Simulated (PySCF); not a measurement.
SMILES CC(C)(N=C(C)[NH])C, doublet (GFN2-xTB optimised geometry):

```
21

C      2.467     1.237     0.000
C      0.968     1.237     0.000
N      0.358     2.376     0.000
N      0.373     0.085     0.142
C     -0.938    -0.387    -0.094
C     -1.516     0.061    -1.446
C     -0.806    -1.925    -0.096
C     -1.879     0.007     1.061
H      2.829     2.239     0.208
H      2.826     0.923    -0.978
H      2.840     0.538     0.743
H     -0.652     2.382    -0.049
H     -1.677     1.136    -1.468
H     -0.828    -0.195    -2.249
H     -2.466    -0.435    -1.627
H     -0.374    -2.258     0.844
H     -1.783    -2.382    -0.224
H     -0.156    -2.240    -0.907
H     -2.033     1.084     1.081
H     -2.840    -0.485     0.939
H     -1.444    -0.292     2.011
```

Level of theory: unrestricted B3LYP/def2-SVP run with PySCF.

Q: What are the frontier orbital energies (α orbitals alone; a β orbital can be the lowest empty one) and the dipole moment?

A: HOMO-2 -8.04 eV, HOMO-1 -6.86 eV, HOMO -6.45 eV, LUMO 0.81 eV, LUMO+1 1.14 eV; dipole moment 2.00 D.

On the same geometry unrestricted PBE/def2-SVP (PySCF 2.14.0) gives HOMO-2 -6.79 eV, HOMO-1 -5.55 eV, HOMO -5.23 eV, LUMO 0.08 eV, LUMO+1 0.61 eV; dipole moment 1.97 D.

Meta-Löwdin charges at B3LYP/def2-SVP: C1 -0.30, C2 0.24, N3 -0.39, N4 -0.23, C5 0.16, C6 -0.30, C7 -0.28, C8 -0.28, H9 0.11, H10 0.11, H11 0.11, H12 0.19, H13 0.09, H14 0.10, H15 0.10, H16 0.10, H17 0.09, H18 0.09, H19 0.09, H20 0.10, H21 0.10.
